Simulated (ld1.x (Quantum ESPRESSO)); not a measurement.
## Configuration tests for N (PAW)

| Quantity | Value |
| --- | --- |
| Element | N |
| Generator | ld1.x (Quantum ESPRESSO) 7.5 |
| Type | PAW |
| Functional | PBE |
| Relativity | scalar-relativistic |
| Frozen core | [He] |
| Valence charge | 5 |
| Reference configuration | 2s2 2p3 |
| Partial waves | 2s (bound): rcut 0.90, rcutus 1.05 bohr; 2s channel at -0.8 Ry: rcut 0.90, rcutus 1.05 bohr; 2p (bound): rcut 1.30, rcutus 1.90 bohr; 2p channel at -0.1 Ry: rcut 1.30, rcutus 1.90 bohr; 3d channel at -0.1 Ry: rcut 1.95, rcutus 2.10 bohr; 3d channel at 1.4 Ry: rcut 1.95, rcutus 2.10 bohr |
| Local potential | all-electron potential smoothed inside 2.00 bohr (lloc = -1) |
| Core correction | a·sin(br)/r model core, default radius (ld1.x builds one for every PAW set, though the input has nlcc=.false.) |
| Augmentation charge | PSQ, radius 0.65 bohr |

Energies are relative to the spin-unpolarised reference configuration 2s2 2p3; without spin polarisation the order of configurations can differ from experiment.

| valence configuration | charge | ΔE all-electron (eV) | error AE − PS (meV) |
| --- | --- | --- | --- |
| 2s2 2p2 | +1 | 13.591 | -1.2 |
| 2s2 2p1 | +2 | 42.445 | -6.4 |
| 2s2 2p0 | +3 | 89.528 | +8.8 |
| 2s1 2p0 | +4 | 167.346 | -23 |
| 2s0 2p5 | 0 | 23.041 | -2.0 |
| 2s1 2p4 | 0 | 11.508 | -0.4 |

**Question.** What are ΔE and the potential's error for 2s2 2p3.3?

**Answer.** ΔE = -1.619 eV all-electron; the error (AE − PS) is +0.1 meV.

Levels in the configuration 2s1 2p0:

| level | all-electron (eV) | pseudo (eV) |
| --- | --- | --- |
| 2s | -87.573 | -87.617 |
